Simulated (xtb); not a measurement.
2-ethylidene-1,3-dioxole (C5H6O2), SMILES CC=C1OC=CO1. All values are semi-empirical tight-binding results from xtb (GFN2-xTB unless named), good for trends rather than for accurate numbers. Geometry: GFN2-xTB.

**Question.** Estimate the properties. (The exact figures need the calculation; the answer reports its results.)

**Answer.** 
```
Item                                             Result
----------------------------------------  -------------
point group as xtb finds it                          Cs
orbital gap                                     3.69 eV
dipole moment                                    1.49 D
zero-point energy                         62.0 kcal/mol
G − E(el) at 298.15 K (modified RRHO)     42.8 kcal/mol
static polarisability (D4 model)             66.2 bohr³
solvation energy, GFN2-xTB/ALPB(water)    -1.4 kcal/mol
solvation energy, GFN2-xTB/ALPB(benzene)  -5.5 kcal/mol
```

Computed IR lines (harmonic; lines under 4 % of the strongest left out, lines within 3 cm⁻¹ merged):
ν (cm⁻¹): 606 (w), 752 (w), 787 (w), 861 (m), 988 (m), 1022 (m), 1095 (w), 1165 (m), 1214 (s), 1279 (m), 1771 (vs), 2989 (w), 3006 (m), 3059 (w), 3126 (w) (against the strongest line: vs over 80 %, s over 45 %, m over 15 %, w over 4 %, vw less)
